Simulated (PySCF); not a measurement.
Spinor energies of Tl⁷²⁺ (thallium, charge +72)

Start: [He] 2s2 2p5; 2p1/2 filled at m_j = -1/2, +1/2; 2p3/2 filled at m_j = -1/2, +1/2, +3/2. Calculated with PySCF 2.14 in an uncontracted even-tempered set (16 s from 60 bohr⁻², ratio 2.4; 13 p from 79 bohr⁻², ratio 2.4; 5 d from 270 bohr⁻², ratio 2.6; 4 f from 400 bohr⁻², ratio 2.6): generalised Hartree-Fock with the X2C-1e Hamiltonian and a Gaussian nucleus; one run each with spin-orbit coupling (SO) switched off, then screened by Boettger's factors.

| spinor shell | electrons | ε, spin-free (eV) | ε, screened SO (eV) | weight of nominal j (screened SO) | rms radius, screened SO (bohr) |
| --- | --- | --- | --- | --- | --- |
| 1s1/2 | 2 | -93300.7 | -93254.8 | 1.000 | 0.0184 |
| 2s1/2 | 2 | -22134.5 | -22121.5 | 1.000 | 0.0727 |
| 2p1/2 | 2 | -20076.5 | -21628.1 | 1.000 | 0.0613 |
| 2p3/2 | 3 | -20076.5 | -19471.6 | 1.000 | 0.0689 |

```json
{"quantity": "E (hartree)", "spin-free": "-12799.40477", "screened SO": "-12848.68715"}
{"quantity": "M_J", "spin-free": "3/2", "screened SO": "3/2"}
{"quantity": "⟨J²⟩", "spin-free": "3.750", "screened SO": "3.750"}
{"quantity": "⟨L²⟩", "spin-free": "2.000", "screened SO": "2.039"}
{"quantity": "⟨S²⟩", "spin-free": "0.750", "screened SO": "0.789"}
```

Each row is a mean over spinors that exchange with the open shell spreads, by up to 72.687 eV (2s1/2).

Breit and QED terms are absent; they matter most for the inner s and p1/2 levels.

Densities and radii are taken from the X2C orbitals without a picture-change correction, which distorts them close to the nucleus.

Without spin-orbit coupling the j labels of p, d and f shells carry no meaning; the spin-free column gives the mean over the occupied spinors of each nl shell.
